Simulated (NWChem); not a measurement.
Molecule: C₂H₉NSi; SMILES CN[SiH2]C

```xyz
13

Si    -0.6176    -0.6312     0.1398
C      0.9151    -1.6943    -0.1327
N     -0.3729     1.0009    -0.4072
C      0.5755     1.9373     0.1849
H     -1.7687    -1.1398    -0.6583
H     -0.9886    -0.7448     1.5892
H      1.7820    -1.3089     0.4171
H      1.1817    -1.7366    -1.1942
H      0.7360    -2.7180     0.2182
H     -1.1826     1.4613    -0.8063
H      0.2003     2.4401     1.0911
H      1.4937     1.4067     0.4605
H      0.8594     2.7123    -0.5383
```
Atoms are numbered in this order, from 1.

Results from NWChem. Structure relaxed at the B3LYP/6-31G* (spherical d) level. Total energies of different functionals are on different scales.

```json
[
 {"level": "B3LYP/def2-SVP", "energy (Ha)": "-425.7243", "highest occupied level (eV)": "-6.22", "orbital gap (eV)": "7.36", "dipole (D)": "0.92", "relative time": "1"},
 {"level": "PBE/def2-SVP", "energy (Ha)": "-425.3532", "highest occupied level (eV)": "-5.05", "orbital gap (eV)": "5.58", "dipole (D)": "0.95", "relative time": "2"},
 {"level": "KT2/def2-SVP", "energy (Ha)": "-430.4625", "highest occupied level (eV)": "-5.14", "orbital gap (eV)": "5.51", "dipole (D)": "0.92", "relative time": "1"},
 {"level": "HCTH/407/def2-SVP", "energy (Ha)": "-425.7393", "highest occupied level (eV)": "-5.23", "orbital gap (eV)": "5.65", "dipole (D)": "0.91", "relative time": "1"},
 {"level": "TPSSh/def2-SVP", "energy (Ha)": "-425.7354", "highest occupied level (eV)": "-5.75", "orbital gap (eV)": "6.86", "dipole (D)": "0.96", "relative time": "1"},
 {"level": "PW6B95/def2-SVP", "energy (Ha)": "-426.1225", "highest occupied level (eV)": "-6.59", "orbital gap (eV)": "8.00", "dipole (D)": "0.91", "relative time": "2"},
 {"level": "LRC-wPBEh/def2-SVP", "energy (Ha)": "-425.4476", "highest occupied level (eV)": "-8.34", "orbital gap (eV)": "11.45", "dipole (D)": "0.92", "relative time": "4"},
 {"level": "revPBE/def2-SVP", "energy (Ha)": "-425.5910", "highest occupied level (eV)": "-5.02", "orbital gap (eV)": "5.66", "dipole (D)": "0.95", "relative time": "1"}
]
```

Times are rough ratios from one shared machine.
